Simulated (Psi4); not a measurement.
Two rigid molecules brought together: H4Si ··· H4Ge (SMILES [SiH4] and [GeH4]). Monomers: optimised at B3LYP-D3(BJ) (def2-TZVP), held rigid. Orientation: lowest of the rigid-body minima from ten starts at GFN2-xTB. The monomers approach along the line of their centres of mass (distance R); nothing else relaxes.

- PBE/def2-TZVP, counterpoise-corrected (Psi4)
- PBE-D3(BJ)/def2-TZVP, counterpoise-corrected (Psi4)
- B3LYP/def2-TZVP, counterpoise-corrected (Psi4)
- SAPT0/jun-cc-pVDZ, frozen core (Psi4)

Interaction energies in kcal/mol; the last columns give the difference from SAPT0:

| R / Å | PBE/def2-TZVP | PBE-D3(BJ)/def2-TZVP | B3LYP/def2-TZVP | SAPT0/jun-cc-pVDZ | PBE/def2-TZVP − SAPT0/jun-cc-pVDZ | PBE-D3(BJ)/def2-TZVP − SAPT0/jun-cc-pVDZ | B3LYP/def2-TZVP − SAPT0/jun-cc-pVDZ |
|---|---|---|---|---|---|---|---|
| 3.36 | 3.46 | 1.70 | 5.46 | 4.25 | -0.79 | -2.55 | 1.21 |
| 3.51 | 1.96 | 0.34 | 3.57 | 2.46 | -0.50 | -2.12 | 1.11 |
| 3.76 | 0.63 | -0.75 | 1.80 | 0.84 | -0.21 | -1.59 | 0.96 |
| 3.95 | 0.16 | -1.04 | 1.12 | 0.26 | -0.10 | -1.30 | 0.86 |
| 4.12 | -0.05 | -1.09 | 0.77 | 0.00 | -0.05 | -1.09 | 0.77 |
| 4.36 | -0.17 | -1.00 | 0.50 | -0.16 | -0.01 | -0.84 | 0.65 |
| 4.63 | -0.18 | -0.82 | 0.34 | -0.19 | 0.01 | -0.62 | 0.53 |
| 4.92 | -0.15 | -0.62 | 0.24 | -0.17 | 0.03 | -0.44 | 0.41 |
| 5.41 | -0.08 | -0.36 | 0.14 | -0.12 | 0.04 | -0.24 | 0.26 |
| 6.15 | -0.02 | -0.15 | 0.05 | -0.06 | 0.04 | -0.10 | 0.11 |
| 7.16 | 0.00 | -0.05 | 0.01 | -0.02 | 0.02 | -0.03 | 0.03 |
| 8.42 | 0.00 | -0.02 | 0.00 | -0.01 | 0.01 | -0.01 | 0.01 |

PBE/def2-TZVP is furthest from SAPT0/jun-cc-pVDZ at 3.36 (-0.79 kcal/mol, below); its mean absolute difference over the points is 0.15 kcal/mol.

PBE-D3(BJ)/def2-TZVP is furthest from SAPT0/jun-cc-pVDZ at 3.36 (-2.55 kcal/mol, below); its mean absolute difference over the points is 0.91 kcal/mol.

B3LYP/def2-TZVP is furthest from SAPT0/jun-cc-pVDZ at 3.36 (1.21 kcal/mol, above); its mean absolute difference over the points is 0.58 kcal/mol.
